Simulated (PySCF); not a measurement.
# RbP: energy against distance

Set-up: basis Rb x2c-TZVPPall, P x2c-TZVPPall; spin-free X2C with a Gaussian nucleus; PySCF 2.14. Energies in eV from Rb + P in their ground configurations at the same level. State: ³Σ⁻ (triplet), unpaired electrons π ↑↑.

All columns are PBE0. A positive dipole means Rb(−)P(+).

```json
{"R (Å)": "2.709", "E (eV)": "-0.923", "μ (D)": "-7.97", "Mulliken charge on Rb (basis-dependent)": "0.56", "HOMO (eV)": "-3.69", "LUMO (eV)": "-1.40", "Mayer bond order": "0.81", "⟨S²⟩": "2.01"}
{"R (Å)": "2.835", "E (eV)": "-1.152", "μ (D)": "-8.46", "Mulliken charge on Rb (basis-dependent)": "0.56", "HOMO (eV)": "-3.70", "LUMO (eV)": "-1.28", "Mayer bond order": "0.80", "⟨S²⟩": "2.01"}
{"R (Å)": "2.961", "E (eV)": "-1.276", "μ (D)": "-8.89", "Mulliken charge on Rb (basis-dependent)": "0.56", "HOMO (eV)": "-3.68", "LUMO (eV)": "-1.26", "Mayer bond order": "0.80", "⟨S²⟩": "2.01"}
{"R (Å)": "3.055", "E (eV)": "-1.318", "μ (D)": "-9.19", "Mulliken charge on Rb (basis-dependent)": "0.55", "HOMO (eV)": "-3.66", "LUMO (eV)": "-1.31", "Mayer bond order": "0.81", "⟨S²⟩": "2.02"}
{"R (Å)": "3.150", "E (eV)": "-1.329", "μ (D)": "-9.47", "Mulliken charge on Rb (basis-dependent)": "0.53", "HOMO (eV)": "-3.63", "LUMO (eV)": "-1.36", "Mayer bond order": "0.82", "⟨S²⟩": "2.02"}
{"R (Å)": "3.244", "E (eV)": "-1.315", "μ (D)": "-9.72", "Mulliken charge on Rb (basis-dependent)": "0.52", "HOMO (eV)": "-3.59", "LUMO (eV)": "-1.41", "Mayer bond order": "0.83", "⟨S²⟩": "2.02"}
{"R (Å)": "3.370", "E (eV)": "-1.270", "μ (D)": "-10.00", "Mulliken charge on Rb (basis-dependent)": "0.49", "HOMO (eV)": "-3.54", "LUMO (eV)": "-1.48", "Mayer bond order": "0.85", "⟨S²⟩": "2.03"}
{"R (Å)": "3.528", "E (eV)": "-1.186", "μ (D)": "-10.28", "Mulliken charge on Rb (basis-dependent)": "0.47", "HOMO (eV)": "-3.48", "LUMO (eV)": "-1.55", "Mayer bond order": "0.86", "⟨S²⟩": "2.05"}
{"R (Å)": "3.717", "E (eV)": "-1.064", "μ (D)": "-10.44", "Mulliken charge on Rb (basis-dependent)": "0.44", "HOMO (eV)": "-3.40", "LUMO (eV)": "-1.63", "Mayer bond order": "0.85", "⟨S²⟩": "2.08"}
{"R (Å)": "3.969", "E (eV)": "-0.892", "μ (D)": "-10.31", "Mulliken charge on Rb (basis-dependent)": "0.40", "HOMO (eV)": "-3.31", "LUMO (eV)": "-1.72", "Mayer bond order": "0.81", "⟨S²⟩": "2.16"}
```

A fit through these points gives, at Re = 3.139 Å, μ = -9.44 D and dμ/dR = -2.81 D/Å; the reduced mass is 22.7 u.

How strong is the fundamental in the double-harmonic approximation, I = 42.26·(dμ/dR)²/μred km/mol?

I = 42.26·(-2.81)²/22.7 = 14.7 km/mol at PBE0.

⟨S²⟩ of the unrestricted solution departs from its pure value on part of the curve, where spin states mix. Spin–orbit coupling is left out. The state is the lowest determinant that a PBE0 search found; another state may lie lower at other levels.
